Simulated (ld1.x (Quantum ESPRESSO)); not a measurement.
# Which change was made? (Si, TM)

```json
{"Element": "silicon", "Generator": "ld1.x (Quantum ESPRESSO) 7.5", "Type": "norm-conserving Troullier–Martins (Kleinman–Bylander form)", "Functional": "PBEsol", "Relativity": "non-relativistic", "Frozen core": "[He]", "Valence charge": "12", "Reference configuration": "2s2 2p6 3s2 3p1 (charge +1)", "Partial waves": "2s (bound): rc 0.90 bohr; 2p (bound): rc 0.55 bohr", "Local potential": "all-electron potential smoothed inside 0.45 bohr (lloc = -1)", "Core correction": "none"}
```

Occupied shells without a wave of their own: 3p, 3s. They enter only through the test configuration that unscreens the potential.

Cutoffs, loose and tight: the cutoffs (Ry, on a coarse ladder) from which the occupation-weighted sum of valence levels, in a spherical-Bessel basis at the reference potential, stays within 10 and 1 mRy of its value at 400 Ry. They do not see the model core or the augmentation charge, which bear on the density cutoff. Test errors are all-electron minus pseudo excitation energies from the reference, over the configurations 2s2 2p6 3s2 3p2; 2s2 2p6 3s2 3p0; 2s2 2p6 3s1 3p0; 2s2 2p6 3s0 3p4; 2s2 2p6 3s0 3p0; 2s2 2p6 3s1 3p3; 2s1 2p6 3s2 3p2; variants that change the core or the reference have their own tests.

The base gives: outcome: generated, misses its reference levels by 0.24 eV; cutoff, loose: over 300 Ry; cutoff, tight: over 300 Ry; bound ghosts: none; largest test error (meV): -810.

Question: After one change the result is: outcome: generated; cutoff, loose: over 300 Ry; cutoff, tight: over 300 Ry; bound ghosts: none; largest test error (meV): -260. Which change was it?
A. local potential all-electron potential smoothed inside 1.02 bohr (lloc = -1)
B. local potential all-electron potential smoothed inside 0.68 bohr (lloc = -1)
C. local potential all-electron potential smoothed inside 0.76 bohr (lloc = -1)
D. local potential all-electron potential smoothed inside 0.88 bohr (lloc = -1)
E. local potential all-electron potential smoothed inside 0.52 bohr (lloc = -1)

Answer: C. The others give: local potential all-electron potential smoothed inside 1.02 bohr (lloc = -1) → outcome: generated, misses its reference levels by 0.27 eV; cutoff, loose: over 300 Ry; cutoff, tight: over 300 Ry; bound ghosts: none; largest test error (meV): -967 | local potential all-electron potential smoothed inside 0.68 bohr (lloc = -1) → outcome: generated, misses its reference levels by 0.16 eV; cutoff, loose: over 300 Ry; cutoff, tight: over 300 Ry; bound ghosts: none; largest test error (meV): -476 | local potential all-electron potential smoothed inside 0.52 bohr (lloc = -1) → outcome: generated, misses its reference levels by 0.23 eV; cutoff, loose: over 300 Ry; cutoff, tight: over 300 Ry; bound ghosts: none; largest test error (meV): -766 | local potential all-electron potential smoothed inside 0.88 bohr (lloc = -1) → outcome: generated, misses its reference levels by 2.03 eV; cutoff, loose: over 300 Ry; cutoff, tight: over 300 Ry; bound ghosts: s; largest test error (meV): +6943.
